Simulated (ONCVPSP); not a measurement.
**Before and after: ONCV potential for Yb**

```
Element                 : Yb (Z = 70)
Generator               : ONCVPSP 4.0.1
Type                    : optimised norm-conserving Vanderbilt (ONCV)
Functional              : PBEsol
Relativity              : scalar-relativistic
Frozen core             : [Kr] 4d10 4f13
Valence charge          : 11
Reference configuration : 5s2 5p6 5d1 6s2
Partial waves           : 5s+6s: rc 1.85 bohr, ncon 4, nbas 7, qcut 6.1 1/bohr, 2 projectors; 5p: rc 1.50 bohr, ncon 4, nbas 9, qcut 4.3 1/bohr, 2 projectors, debl 1 Ha; 5d: rc 3.05 bohr, ncon 5, nbas 9, qcut 4.1 1/bohr, 2 projectors, debl 1.4 Ha
Local potential         : polynomial inside 1.35 bohr (lpopt 5, dvloc0 3 Ha)
Core correction         : Teter function fitted to the true core (icmod 2), fcfact 0.65
```

In the p channel the program set the typed energies aside and used -1.141, 0.250 Ha.

Change: s: qcut 7.2; p: qcut 5.1; d: qcut 4.9.

Cutoffs: the cutoffs (Ha) at which the residual kinetic energy of the hardest occupied pseudo-wave falls to 1 and 0.1 mHa per electron; they do not see the model core or the augmentation charge, which bear on the density cutoff. Errors are all-electron minus pseudo energies relative to the spin-unpolarised reference configuration.

Q: What does the change do?

A: The potential gets softer (74 Ha and 121 Ha → 52 Ha and 118 Ha); of the 3 tests that both files solve, the error grows in 1 and shrinks in 0 by more than 15 % and 0.3 meV (median size 11.8 → 14.1 meV); neither file shows a bound ghost.

| quantity | base | changed |
| --- | --- | --- |
| cutoff, loose | 74 Ha | 52 Ha |
| cutoff, tight | 121 Ha | 118 Ha |
| loose cutoff by channel | s 14 Ha, p 74 Ha, d 7.3 Ha | s 17 Ha, p 52 Ha, d 8.3 Ha |
| bound ghosts | none | none |
| GHOST(+) flags under 300 eV | s at 186.4 eV | none |
| tests counted as reliable (solved cleanly; for ONCVPSP, near-neutral configurations with less than one 5d electron left out) | 3 of 4 | 3 of 4 |
| error for 5s2 5p6 5d1 6s1, meV [ΔE 7.28 eV] | -0.9 | -0.8 |
| error for 5s2 5p6 5d1 6s0, meV [ΔE 20.33 eV] | +12 | +14 |
| error for 5s2 5p5 5d1 6s2, meV [ΔE 36.40 eV] | -299 | -280 |
| s: phases at 1.88 bohr within 0.05 rad from the reference energy up to (Ha; the scan ends near 5) | to the end of the scan | to the end of the scan |
| p: phases at 1.52 bohr within 0.05 rad from the reference energy up to (Ha; the scan ends near 5) | to the end of the scan | to the end of the scan |
| d: phases at 3.10 bohr within 0.05 rad from the reference energy up to (Ha; the scan ends near 5) | 3.4 | 3.6 |
| rms error of d²Exc/dni dnj with the model core, mHa | 0.74 | 0.68 |
